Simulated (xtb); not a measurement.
Input for xtb: GFN2-xTB on CH5OSb (SMILES C[O][SbH2]), a point of a bond scan (R = 1.206 Å).

```
$ xtb mol.xyz --gfn 2 --sp --chrg 0 --uhf 0
8

Sb    -0.39157453     0.27290890     0.37968144
H     -1.52742713    -0.68889881    -0.50198031
H     -0.42292795     1.44227964    -0.89474065
O      1.21630374    -0.67902950    -0.26409632
C      1.33907823    -0.99600193    -1.63877811
H      1.33583723    -0.00609209    -2.32808074
H      2.29029061    -1.51456926    -1.77765726
H      0.52933451    -1.65283392    -1.97851940
```

The log:

```
[...]
           -------------------------------------------------
          |                Calculation Setup                |
           -------------------------------------------------



           -------------------------------------------------
          |                 G F N 2 - x T B                 |
           -------------------------------------------------

        Reference                      10.1021/acs.jctc.8b01176
      * Hamiltonian:
        H0-scaling (s, p, d)           1.850000    2.230000    2.230000
        zeta-weighting                 0.500000
      * Dispersion:
        s8                             2.700000
        a1                             0.520000
        a2                             5.000000
        s9                             5.000000
      * Repulsion:
        kExp                           1.500000    1.000000
        rExp                           1.000000
      * Coulomb:
        alpha                          2.000000
        third order                    shell-resolved
        anisotropic                    true
        a3                             3.000000
        a5                             4.000000
        cn-shift                       1.200000
        cn-exp                         4.000000
        max-rad                        5.000000


          ...................................................
          :                      SETUP                      :
          :.................................................:
          :  # basis functions                  23          :
          :  # atomic orbitals                  22          :
          :  # shells                           12          :
          :  # electrons                        20          :
          :  max. iterations                   250          :
          :  Hamiltonian                  GFN2-xTB          :
          :  restarted?                      false          :
          :  GBSA solvation                  false          :
          :  PC potential                    false          :
          :  electronic temp.          300.0000000     K    :
          :  accuracy                    1.0000000          :
          :  -> integral cutoff          0.2500000E+02      :
          :  -> integral neglect         0.1000000E-07      :
          :  -> SCF convergence          0.1000000E-05 Eh   :
          :  -> wf. convergence          0.1000000E-03 e    :
          :  Broyden damping             0.4000000          :
          :  net charge                          0          :
          :  unpaired electrons                  0          :
          ...................................................

 iter      E             dE          RMSdq      gap      omega  full diag
   1    -10.9694876 -0.109695E+02  0.699E+00    5.03       0.0  T
   2    -11.0052237 -0.357361E-01  0.383E+00    4.85       1.0  T
   3    -11.0055064 -0.282688E-03  0.217E+00    4.88       1.0  T
   4    -11.0057618 -0.255468E-03  0.477E-01    4.84       1.0  T
   5    -11.0059128 -0.150937E-03  0.404E-01    4.87       1.0  T
   6    -11.0060175 -0.104723E-03  0.117E-01    4.86       1.0  T
   7    -11.0060223 -0.478929E-05  0.198E-02    4.85       1.8  T
   8    -11.0060221  0.213265E-06  0.155E-02    4.85       2.3  T
   9    -11.0060223 -0.220344E-06  0.506E-03    4.85       7.0  T
  10    -11.0060223 -0.523502E-07  0.682E-04    4.85      51.8  T
  11    -11.0060223 -0.443364E-09  0.204E-04    4.85     173.1  T

   *** convergence criteria satisfied after 11 iterations ***

         #    Occupation            Energy/Eh            Energy/eV
      -------------------------------------------------------------
         1        2.0000           -0.8235393             -22.4096
       ...           ...                  ...                  ...
         4        2.0000           -0.5196982             -14.1417
         5        2.0000           -0.5164941             -14.0545
         6        2.0000           -0.5135486             -13.9744
         7        2.0000           -0.4370571             -11.8929
         8        2.0000           -0.4288025             -11.6683
         9        2.0000           -0.4115404             -11.1986
        10        2.0000           -0.3974831             -10.8161 (HOMO)
        11                         -0.2191346              -5.9630 (LUMO)
        12                         -0.2135689              -5.8115
        13                         -0.0487673              -1.3270
        14                         -0.0191373              -0.5208
        15                         -0.0159901              -0.4351
       ...                                ...                  ...
        22                          0.5416438              14.7389
      -------------------------------------------------------------
                  HL-Gap            0.1783485 Eh            4.8531 eV
             Fermi-level           -0.3083088 Eh           -8.3895 eV

 SCC (total)                   0 d,  0 h,  0 min,  0.003 sec
 SCC setup                      ...        0 min,  0.000 sec (  2.343%)
 Dispersion                     ...        0 min,  0.000 sec (  0.961%)
 classical contributions        ...        0 min,  0.000 sec (  0.479%)
 integral evaluation            ...        0 min,  0.001 sec ( 15.564%)
 iterations                     ...        0 min,  0.002 sec ( 48.786%)
 molecular gradient             ...        0 min,  0.001 sec ( 28.182%)
 printout                       ...        0 min,  0.000 sec (  3.432%)

         :::::::::::::::::::::::::::::::::::::::::::::::::::::
         ::                     SUMMARY                     ::
         :::::::::::::::::::::::::::::::::::::::::::::::::::::
         :: total energy             -10.953424880221 Eh    ::
         :: gradient norm              0.060741821248 Eh/a0 ::
         :: HOMO-LUMO gap              4.853110170413 eV    ::
         ::.................................................::
         :: SCC energy               -11.006021477900 Eh    ::
         :: -> isotropic ES            0.038542575133 Eh    ::
         :: -> anisotropic ES          0.000853377299 Eh    ::
         :: -> anisotropic XC          0.001785591695 Eh    ::
         :: -> dispersion             -0.004062115653 Eh    ::
         :: repulsion energy           0.052596597679 Eh    ::
         :: add. restraining           0.000000000000 Eh    ::
         :: total charge              -0.000000000000 e     ::
         :::::::::::::::::::::::::::::::::::::::::::::::::::::

           -------------------------------------------------
          |                Property Printout                |
           -------------------------------------------------

    * Orbital Energies and Occupations

         #    Occupation            Energy/Eh            Energy/eV
      -------------------------------------------------------------
         1        2.0000           -0.8235393             -22.4096
         2        2.0000           -0.6650837             -18.0978
         3        2.0000           -0.5981142             -16.2755
         4        2.0000           -0.5196982             -14.1417
         5        2.0000           -0.5164941             -14.0545
         6        2.0000           -0.5135486             -13.9744
         7        2.0000           -0.4370571             -11.8929
         8        2.0000           -0.4288025             -11.6683
         9        2.0000           -0.4115404             -11.1986
        10        2.0000           -0.3974831             -10.8161 (HOMO)
        11                         -0.2191346              -5.9630 (LUMO)
        12                         -0.2135689              -5.8115
        13                         -0.0487673              -1.3270
Note: The following floating-point exceptions are signalling: IEEE_UNDERFLOW_FLAG IEEE_DENORMAL
normal termination of xtb
        14                         -0.0191373              -0.5208
        15                         -0.0159901              -0.4351
        16                          0.0139150               0.3786
        17                          0.0977090               2.6588
        18                          0.1203269               3.2743
        19                          0.1918585               5.2207
        20                          0.2160075               5.8779
        21                          0.5360269              14.5860
        22                          0.5416438              14.7389
      -------------------------------------------------------------
                  HL-Gap            0.1783485 Eh            4.8531 eV
             Fermi-level           -0.3083088 Eh           -8.3895 eV

     #   Z          covCN         q      C6AA      α(0)
     1  51 Sb       2.777     0.380   357.801    36.018
     2   1 H        0.931    -0.069     4.588     3.349
     3   1 H        0.931    -0.067     4.540     3.332
     4   8 O        1.631    -0.395    20.772     6.152
     5   6 C        3.713     0.057    19.738     6.348
     6   1 H        0.883     0.011     2.880     2.656
     7   1 H        0.924     0.051     2.307     2.375
     8   1 H        0.924     0.032     2.556     2.500

 Mol. C6AA /au·bohr⁶  :       1347.688821
 Mol. C8AA /au·bohr⁸  :      72996.509270
 Mol. α(0) /au        :         62.731103


Wiberg/Mayer (AO) data.
largest (>0.10) Wiberg bond orders for each atom

 ---------------------------------------------------------------------------
     #   Z sym  total        # sym  WBO       # sym  WBO       # sym  WBO
 ---------------------------------------------------------------------------
     1  51 Sb   2.979 --     4 O    1.078     2 H    0.931     3 H    0.930
     2   1 H    0.995 --     1 Sb   0.931
     3   1 H    0.995 --     1 Sb   0.930
     4   8 O    2.183 --     1 Sb   1.078     5 C    1.011
     5   6 C    3.953 --     4 O    1.011     8 H    0.983     7 H    0.975
                             6 H    0.970
     6   1 H    1.000 --     5 C    0.970
     7   1 H    0.997 --     5 C    0.975
     8   1 H    0.999 --     5 C    0.983
 ---------------------------------------------------------------------------

Topologies differ in total number of bonds
Writing topology from bond orders to xtbtopo.mol

molecular dipole:
                 x           y           z       tot (Debye)
 q only:       -0.510       0.255       0.130
   full:       -0.408       0.169      -0.042       1.127
molecular quadrupole (traceless):
                xx          xy          yy          xz          yz          zz
 q only:       -1.774      -0.147      -0.515      -2.199       1.970       2.289
  q+dip:       -2.204       0.885       0.312      -1.438       1.135       1.892
   full:       -1.845       0.368       0.409      -2.512       1.738       1.437


           -------------------------------------------------
          | TOTAL ENERGY              -10.953424880221 Eh   |
          | GRADIENT NORM               0.060741821248 Eh/α |
          | HOMO-LUMO GAP               4.853110170413 eV   |
           -------------------------------------------------

------------------------------------------------------------------------
------------------------------------------------------------------------
 total:
 SCF:
```

The run finished.

Cost: roughly 0.03 core-seconds.
